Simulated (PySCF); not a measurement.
## Shapes and spin states of TiHCl

All numbers come from PBE0/[Ti def2-TZVP, H def2-TZVP, Cl def2-TZVP], no relativity, density fitting, PySCF.

Relaxations began from a few typed shapes and spin states; open shells are unrestricted. The search is not exhaustive: other isomers or separated fragments can lie lower, and high-lying points may rest on an excited occupation.

Question: Order these stationary points by electronic energy, lowest first, in kJ/mol from the lowest minimum.
A. broken-symmetry Ms = 0 (⟨S²⟩ 1.00) Cs: Ti–Cl 2.228 Å, Ti–H 1.750 Å; Cl–Ti–H 128.3°
B. triplet Cs: Ti–Cl 2.233 Å, Ti–H 1.756 Å; Cl–Ti–H 130.2°
C. singlet (closed shell, unstable to spin polarisation) C∞v: Ti–Cl 2.280 Å, Ti–H 1.822 Å; Cl–Ti–H 180.0°
D. triplet C∞v: Ti–Cl 2.255 Å, Ti–H 1.805 Å; Cl–Ti–H 180.0°
E. singlet (closed shell, unstable to spin polarisation) Cs: Ti–Cl 2.175 Å, Ti–H 1.707 Å; Cl–Ti–H 112.6°

Answer: B (0.0), D (15.1), A (39.6), E (133.5), C (147.6).

Question: Which of them are minima?

Answer: By energy in kJ/mol, 0.0: minimum; 15.1: saddle point, 2 imaginary modes; 39.6: minimum; 133.5: minimum of the closed-shell surface only; 147.6: saddle point, 2 imaginary modes.

For the lowest minimum: the spin densities have lower symmetry than the nuclear frame. Open d and f shells are described by one determinant, and the ground state may have another occupation or spin.

The electron or spin density has lower symmetry than the nuclear frame for the broken-symmetry Ms = 0 (⟨S²⟩ 1.00) Cs at 39.6 kJ/mol, singlet (closed shell, unstable to spin polarisation) C∞v at 147.6 kJ/mol.
